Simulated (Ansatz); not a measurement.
CH7NSiZn. Charge 0, multiplicity 1. The bonds changed during the relaxation, so this is another structure than the one it started from. The structure was optimised at the PBE0-D4/def2-TZVP level. It is one conformer, not always the lowest.

```xyz
11

C    -1.024   -0.098    1.047
Si    0.459   -0.692    0.071
N     0.512   -0.246   -1.590
Zn    1.233    3.252    0.000
H    -1.078    0.994    1.057
H    -1.955   -0.478    0.619
H    -0.963   -0.443    2.083
H     0.484   -2.180    0.126
H     0.761    0.693   -1.857
H    -0.120   -0.658   -2.256
H     1.692   -0.145    0.701
```

Problem. What is the dipole moment at ωB97M-V/def2-TZVPP? (An estimate is asked.)

Solution. The calculation gave: 1.41 D, with components (-0.99, 0.87, -0.49) D in this frame, pointing from negative to positive charge.

Problem. And with PBE, r2SCAN, B3LYP? (Estimate.)

Solution. Ansatz gave: PBE 1.40 D, r2SCAN 1.40 D, B3LYP 1.37 D.

Problem. Give the Mulliken charges with ωB97M-V, PBE, r2SCAN in def2-TZVPP. (Best estimate.)

Solution. Ansatz gave: 
```tsv
atom	ωB97M-V	PBE	r2SCAN
C1	-0.41	-0.35	-0.28
Si2	0.32	0.31	0.42
N3	-0.38	-0.39	-0.46
Zn4	0.01	0.01	0.00
H5	0.10	0.09	0.06
H6	0.11	0.09	0.07
H7	0.11	0.10	0.07
H8	-0.05	-0.08	-0.10
H9	0.12	0.14	0.15
H10	0.11	0.14	0.15
H11	-0.04	-0.07	-0.09
```

B3LYP here is the variant with VWN-RPA as its local correlation; programs differ in this.
